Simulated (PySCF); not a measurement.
Ge²⁺: ionisation energy

Ge²⁺ [Ar] 3d10 4s2 (1S) → Ge³⁺ [Ar] 3d10 4s1 (2S), as a difference of total energies. All numbers are calculated (PySCF 2.14, a scalar-relativistic core potential, in aug-cc-pVDZ-PP with ECP10MDF). Correlated levels: valence: 3s2 3p6 3d10 frozen. The calculations carry no spin-orbit coupling.

| method | ionisation energy (eV) |
| --- | --- |
| UHF | 32.211 |
| B3LYP | 34.443 |
| M06-2X | 33.996 |
| MP2 (valence) | 32.905 |
| SCS-MP2 (valence) | 33.044 |
| CCSD (valence) | 33.239 |

Errors of the correlated levels include the incompleteness of this basis and the frozen core.

With two correlated electrons CCSD is exact in that space.

Task: Which method comes closest to the reference value, and which is furthest?

Result: The reference is 34.058 eV (measured; NIST Atomic Spectra Database, ionization energies). Closest: M06-2X (error -0.062 eV); furthest: UHF (error -1.847 eV).
